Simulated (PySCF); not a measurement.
Species: C6H3N2SSi (doublet state).
Structure used (GFN2-xTB), in Å, numbered top down from 1:
```
atom  x, y, z in Å
N1    -2.559    2.063   -1.610
C2    -1.840    1.358   -1.062
C3    -0.926    0.515   -0.405
C4     0.460    0.656   -0.494
C5     1.169   -0.290    0.236
Si6    2.972   -0.470    0.391
S7     0.063   -1.387    1.058
C8    -1.320   -0.552    0.405
C9    -2.614   -0.954    0.700
N10   -3.686   -1.293    0.949
H11    0.935    1.427   -1.073
H12    3.823    0.459   -0.323
H13    3.518   -1.530    1.211
```

The hyperfine couplings belong to this conformer and change with its torsions.

The species is `N#CC1=C(C#N)SC([SiH2])=C1` [radical].

Method used: PySCF 2.14.0, UKS B3LYP, pcH-1 on C H N S Si, non-relativistic, mean-field spin-orbit, GIAO. Geometry: GFN2-xTB; no solvent, vibrations or thermal averaging. The geometry wasn't refined by DFT: couplings that depend on bond lengths, twists or pyramidal angles can differ widely from those at the functional's own minimum, by a factor of two or more for some ions and for spin on atoms past the first row. The SCF solution wasn't tested for stability.

Q: The isotropic 14N couplings are +2.0, -0.6 MHz. Assign them to N1; N10.

A: 
```tsv
site	a_iso (MHz)	ρ(0) (bohr⁻³)	position	distance from Si6 (Å)	spin population	largest |T| (MHz)
N1	-0.6	-0.0019	5 bonds from Si6	6.40	-0.03	2.1
N10	+2.0	+0.0062	5 bonds from Si6	6.73	+0.08	7.1
```

Q: The isotropic 1H couplings, averaged over equivalent nuclei, are -47.3, -12.0 MHz. Assign them to H11; H12/H13.

A: 
| site | a_iso (MHz) | ρ(0) (bohr⁻³) | position | distance from Si6 (Å) | bound to | spin population there | largest \|T\| (MHz) |
| --- | --- | --- | --- | --- | --- | --- | --- |
| H11 | -12.0 | -0.0027 | 3 bonds from Si6, on C4 of spin population +0.18 | 3.15 | C4 | +0.18 | 6.0 |
| H12/H13 | -47.3 | -0.0106 | 1 bond from Si6 | 1.45 | Si6 | +0.89 | 11.0 |

ρ(0) is the spin density at the nucleus and T the dipolar tensor; a_iso includes a spin–orbit part; entries for several nuclei are means. The Mulliken spin populations are largest on Si6 (+0.89), C4 (+0.18), C8 (+0.17) and C5 (-0.14). Three atoms exceed +0.15. The positive populations add up to 1.40 and the negative ones to -0.40, together 2S = 1. The angles at Si6 add up to 360.0°, so it is planar; its axial dipolar tensor and the negative couplings of its protons fit spin in a p orbital normal to that plane.

Class means assume fast exchange of nuclei equivalent by connectivity; if that motion is slow, each nucleus keeps its own coupling.
